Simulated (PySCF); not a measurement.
Isomers of C7H10NP.

All values: PBE0/pcSseg-1 (PySCF) at GFN2-xTB geometries, gas phase, one conformer each.

Problem. Rank by HOMO energy, lowest first.
A. `[CH:1]#[C:2][P@:3]1(=[NH:4])[CH2:5][C@H:6]([CH:7]=[CH2:8])[CH2:9]1` with C5–C6–C7–C8 129°, C2–P3–C5–C6 -91°, P3–C5–C6–C7 102°, C5–C6–C9–P3 14°, C2–P3–C9–C6 91°
B. `[CH3:1][c:2]1[cH:3][nH:4][c:5]([CH:6]2[CH2:7][CH2:8]2)[p:9]1` with N4–C5–C6–C7 145°
C. `[CH3:1][CH:2]([CH3:3])[c:4]1[n:5][cH:6][cH:7][cH:8][p:9]1` with C1–C2–C4–N5 -61°
D. `CN(C)C1=CC=PC=C1`
E. `[CH2:1]=[CH:2][c:3]1[cH:4][p:5][cH:6][n:7]1[CH2:8][CH3:9]` with C1–C2–C3–C4 -17°, C6–N7–C8–C9 97°
F. `[CH3:1][C:2]([CH3:3])=[P:4][n:5]1[cH:6][cH:7][cH:8][cH:9]1` with C2–P4–N5–C6 126°

Solution. C (-6.95 eV), A (-6.55 eV), F (-6.20 eV), E (-5.98 eV), B (-5.77 eV), D (-5.57 eV).

Problem. Rank by HOMO–LUMO gap, lowest first.
A. `c1cpccc1N(C)C`
B. `[CH:1]#[C:2][P@:3]1(=[NH:4])[CH2:5][C@H:6]([CH:7]=[CH2:8])[CH2:9]1` with C5–C6–C7–C8 129°, C2–P3–C5–C6 -91°, P3–C5–C6–C7 102°, C5–C6–C9–P3 14°, C2–P3–C9–C6 91°
C. `[CH2:1]=[CH:2][c:3]1[cH:4][p:5][cH:6][n:7]1[CH2:8][CH3:9]` with C1–C2–C3–C4 -17°, C6–N7–C8–C9 97°
D. `[CH3:1][n:2]1[cH:3][cH:4][p:5][c:6]1[CH:7]1[CH2:8][CH2:9]1` with P5–C6–C7–C8 -39°
E. `[CH3:1][CH2:2]/[CH:3]=[P:4]\[n:5]1[cH:6][cH:7][cH:8][cH:9]1` with C1–C2–C3–P4 -135°, C3–P4–N5–C6 133°
F. `[CH3:1][c:2]1[cH:3][nH:4][c:5]([CH:6]2[CH2:7][CH2:8]2)[p:9]1` with N4–C5–C6–C7 145°

Solution. E (4.66 eV), A (4.86 eV), C (5.19 eV), D (5.69 eV), F (5.82 eV), B (6.37 eV).

Problem. Rank by LUMO energy, highest first.
A. `[CH3:1][CH:2]([CH3:3])[c:4]1[n:5][cH:6][cH:7][cH:8][p:9]1` with C1–C2–C4–N5 -61°
B. `[CH3:1][CH2:2]/[CH:3]=[P:4]\[n:5]1[cH:6][cH:7][cH:8][cH:9]1` with C1–C2–C3–P4 -135°, C3–P4–N5–C6 133°
C. `[CH:1]#[C:2][P@:3]1(=[NH:4])[CH2:5][C@H:6]([CH:7]=[CH2:8])[CH2:9]1` with C5–C6–C7–C8 129°, C2–P3–C5–C6 -91°, P3–C5–C6–C7 102°, C5–C6–C9–P3 14°, C2–P3–C9–C6 91°
D. `CN(C)c1cccpc1`
E. `[CH3:1][c:2]1[cH:3][nH:4][c:5]([CH:6]2[CH2:7][CH2:8]2)[p:9]1` with N4–C5–C6–C7 145°
F. `CN(C)C1=CC=PC=C1`

Solution. E (0.05 eV), C (-0.18 eV), F (-0.71 eV), D (-1.08 eV), B (-1.63 eV), A (-1.77 eV).

All values together:

| SMILES | μ (D) | HOMO (eV) | LUMO (eV) | lowest IAO charge (e) | highest IAO charge (e) | lowest Hirshfeld charge (e) | highest Hirshfeld charge (e) |
| --- | --- | --- | --- | --- | --- | --- | --- |
| CN(C)c1ccccp1 | 2.73 | -5.63 | -0.98 | -0.363 (C) | +0.234 (P) | -0.109 (C) | +0.054 (H) |
| CC/C=P\n1cccc1 | 1.92 | -6.29 | -1.63 | -0.412 (C) | +0.486 (P) | -0.113 (C) | +0.150 (P) |
| Cc1c[nH]c(C2CC2)p1 | 3.31 | -5.77 | 0.05 | -0.420 (C) | +0.282 (H) | -0.123 (C) | +0.151 (H) |
| CC(C)c1ncccp1 | 1.25 | -6.95 | -1.77 | -0.415 (C) | +0.307 (P) | -0.129 (N) | +0.081 (P) |
| CC(C)=Pn1cccc1 | 2.52 | -6.20 | -1.51 | -0.425 (C) | +0.432 (P) | -0.121 (C) | +0.127 (P) |
| CC(C)c1cncpc1 | 2.52 | -6.94 | -1.78 | -0.415 (C) | +0.335 (P) | -0.152 (N) | +0.084 (P) |
| CN(C)c1cccpc1 | 3.74 | -5.78 | -1.08 | -0.452 (C) | +0.382 (P) | -0.143 (C) | +0.072 (P) |
| C#C[P@]1(=N)C[C@H](C=C)C1 | 3.12 | -6.55 | -0.18 | -0.941 (N) | +1.347 (P) | -0.402 (N) | +0.406 (P) |
| Cn1ccpc1C1CC1 | 3.99 | -5.74 | -0.04 | -0.418 (C) | +0.194 (P) | -0.154 (C) | +0.061 (H) |
| CN(C)c1ccpcc1 | 4.68 | -5.57 | -0.71 | -0.361 (C) | +0.287 (P) | -0.110 (C) | +0.056 (C) |
| C=Cc1cpcn1CC | 3.79 | -5.98 | -0.78 | -0.425 (C) | +0.269 (P) | -0.147 (C) | +0.055 (H) |
| CP(C)c1ccccn1 | 2.06 | -6.41 | -0.81 | -0.604 (C) | +0.508 (P) | -0.171 (C) | +0.142 (P) |

Conformers: `[CH3:1][CH2:2]/[CH:3]=[P:4]\[n:5]1[cH:6][cH:7][cH:8][cH:9]1` with C1–C2–C3–P4 -135°, C3–P4–N5–C6 133°; `[CH3:1][c:2]1[cH:3][nH:4][c:5]([CH:6]2[CH2:7][CH2:8]2)[p:9]1` with N4–C5–C6–C7 145°; `[CH3:1][CH:2]([CH3:3])[c:4]1[n:5][cH:6][cH:7][cH:8][p:9]1` with C1–C2–C4–N5 -61°; `[CH3:1][C:2]([CH3:3])=[P:4][n:5]1[cH:6][cH:7][cH:8][cH:9]1` with C2–P4–N5–C6 126°; `[CH3:1][CH:2]([CH3:3])[c:4]1[cH:5][n:6][cH:7][p:8][cH:9]1` with C1–C2–C4–C5 -67°; `[CH:1]#[C:2][P@:3]1(=[NH:4])[CH2:5][C@H:6]([CH:7]=[CH2:8])[CH2:9]1` with C5–C6–C7–C8 129°, C2–P3–C5–C6 -91°, P3–C5–C6–C7 102°, C5–C6–C9–P3 14°, C2–P3–C9–C6 91°; `[CH3:1][n:2]1[cH:3][cH:4][p:5][c:6]1[CH:7]1[CH2:8][CH2:9]1` with P5–C6–C7–C8 -39°; `[CH2:1]=[CH:2][c:3]1[cH:4][p:5][cH:6][n:7]1[CH2:8][CH3:9]` with C1–C2–C3–C4 -17°, C6–N7–C8–C9 97°; `[CH3:1][P:2]([CH3:3])[c:4]1[cH:5][cH:6][cH:7][cH:8][n:9]1` with C1–P2–C4–C5 -69°.
